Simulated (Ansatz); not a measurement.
The cluster Li5Br4, relaxed as a doublet with UKS PBE-D4/def2-SVP in Ansatz, starting from the GFN1-xTB geometry. Force threshold 0.02 eV/Å.

Another isomer (doublet) lies 0.07 eV lower at PBE0-D4/def2-TZVP; other spin states weren't run for this one.

Start:

```xyz
9

Li   -1.867   -0.552    1.027
Li   -1.191   -0.147   -1.453
Li    0.599    1.728    0.605
Li    0.639   -0.545    1.866
Li    1.793   -0.255   -0.723
Br    2.735    0.658    1.368
Br   -3.434   -0.364   -0.714
Br    0.544    1.543   -1.865
Br    0.182   -2.066   -0.112
```

```
step   energy (eV)  largest force component (eV/Å)  SCF passes
   1  -281141.8051                           0.619          15
   2  -281142.0253                           0.127          18
   3  -281142.0436                           0.092          17
   4  -281142.0522                           0.027          17
   5  -281142.0524                           0.047          18
   6  -281142.0552                           0.018          18
```

Force components are those of the run's own axes.

End:

```xyz
9

Li   -1.9775   -0.5868    1.1541
Li   -1.1719   -0.2833   -1.6208
Li    0.4417    1.8078    0.5955
Li    0.8234   -0.7755    2.0137
Li    1.8992   -0.2714   -0.7985
Br    2.5944    0.7463    1.3404
Br   -3.3377   -0.1228   -0.6952
Br    0.5397    1.4761   -1.8736
Br    0.1887   -1.9905   -0.1155
```

By distances, no bond broke or formed. The bond that changes most is Li1–Br9, from 2.79 to 2.88 Å (atoms count from 1).

No frequencies were taken in this run, so the end may be a saddle point.

It took 41 s on 4 threads of Arm Neoverse N1 on a shared host.
